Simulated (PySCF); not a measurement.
Two species compared at the same levels of theory.

First species: C5H4F2O.
Structure used (GFN2-xTB), in Å, numbered top down from 1:
```xyz
12
C5H4F2O angstrom
F     -2.5353   -0.3533   -0.0857
C     -1.2292   -0.0163   -0.0518
C     -0.8879    1.2631   -0.1064
O      0.4105    1.6944   -0.0787
C      1.3349    0.7103    0.0129
F      2.5616    1.2392    0.0340
C      1.1225   -0.5937    0.0756
C     -0.2694   -1.1621    0.0494
H     -1.5926    2.0751   -0.1771
H      1.9570   -1.2689    0.1476
H     -0.4715   -1.7462    0.9559
H     -0.3994   -1.8422   -0.8016
```

Second species: C3H7OP.
Geometry (GFN2-xTB, Å), atoms numbered from 1 in this order:
```
atom  x, y, z in Å
C1    -1.6402    0.1945   -0.2449
P2    -0.3410    1.4262    0.2448
C3     0.9963    0.2461    0.7688
C4     1.4282   -0.7501   -0.2707
O5     1.5068    0.3531    1.8537
H6    -1.7257   -0.6125    0.4800
H7    -1.4059   -0.2118   -1.2269
H8    -2.5891    0.7225   -0.3120
H9    -0.7913    1.6275    1.5498
H10    2.4038   -1.1605   -0.0198
H11    0.7044   -1.5637   -0.3060
H12    1.4549   -0.2718   -1.2488
```

Levels: PBE0/def2-SVPD for dipole moment, HOMO energy, LUMO energy, HOMO–LUMO gap, static isotropic polarisability and electronic spatial extent ⟨r²⟩ about the centre of nuclear charge; TDDFT PBE0/def2-SVPD for lowest singlet excitation; TDA PBE0/def2-SVPD for lowest triplet excitation (Tamm–Dancoff); GFN2-xTB for rotational constant A and rotational constant C. Geometries: GFN2-xTB. Each species is one conformer at its optimised geometry, gas phase, non-relativistic unless stated. Electronic properties by PySCF.

The conformers computed, where there is a choice (atom-mapped SMILES and torsion angles):
- `[CH3:1][PH:2][C:3]([CH3:4])=[O:5]`: C1–P2–C3–C4 57°

Values for the first species:

```
Dipole moment                                                     : 1.22 D
HOMO energy                                                       : -6.69 eV
LUMO energy                                                       : -0.19 eV
HOMO–LUMO gap                                                     : 6.50 eV
Lowest singlet excitation                                         : 5.32 eV
Lowest triplet excitation (Tamm–Dancoff)                          : 3.93 eV
Static isotropic polarisability                                   : 59.4 au
Electronic spatial extent ⟨r²⟩ about the centre of nuclear charge : 907 bohr²
Rotational constant A                                             : 5.245 GHz
Rotational constant C                                             : 1.146 GHz
```

(1) Estimate the same properties for the second species, and the change in each.

Answers

(1) 
| property | first | second | second less first |
| --- | --- | --- | --- |
| dipole moment | 1.22 D | 3.18 D | +1.96 D |
| HOMO energy | -6.69 eV | -6.76 eV | -0.07 eV |
| LUMO energy | -0.19 eV | -0.95 eV | -0.76 eV |
| HOMO–LUMO gap | 6.50 eV | 5.81 eV | -0.69 eV |
| lowest singlet excitation | 5.32 eV | 3.90 eV | -1.42 eV |
| lowest triplet excitation (Tamm–Dancoff) | 3.93 eV | 3.23 eV | -0.70 eV |
| static isotropic polarisability | 59.4 au | 66.8 au | +7.4 au |
| electronic spatial extent ⟨r²⟩ about the centre of nuclear charge | 907 bohr² | 581 bohr² | -326 bohr² |
| rotational constant A | 5.245 GHz | 5.999 GHz | +0.754 GHz |
| rotational constant C | 1.146 GHz | 2.311 GHz | +1.165 GHz |

On the first: The polarisability is 8.81 Å³ as a volume (1 au = 0.148185 Å³), or 0.99 au for each of the 60 electrons.

On the second: The dipole equals about 10.6 × 10⁻³⁰ C·m (1 D = 3.33564 × 10⁻³⁰ C·m). The principal polarisabilities are 54.9, 67.0 and 78.4 au; their mean is the isotropic value.
